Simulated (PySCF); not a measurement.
C6H2N4S2, SMILES c1c2c(cc3nsnc13)N=S=N2.

Coordinates come from a B3LYP-D3(BJ)/def2-SVP optimisation.

Method: SMD-M06-2X/def2-SVP in PySCF.

Solvation free energies are E(SMD) − E(gas) at the gas-phase geometry, for 1 M in both phases. In vacuum the dipole moment is 0.00 D.

Computed solvation free energies in water, n-hexane, diethylether:
```csv
solvent,ΔG(solv) (kcal/mol),its non-electrostatic (CDS) part,dipole (D)
water,-8.9,-2.8,0.00
n-hexane,-4.6,-2.4,0.00
diethylether,-6.0,-1.8,0.00
```
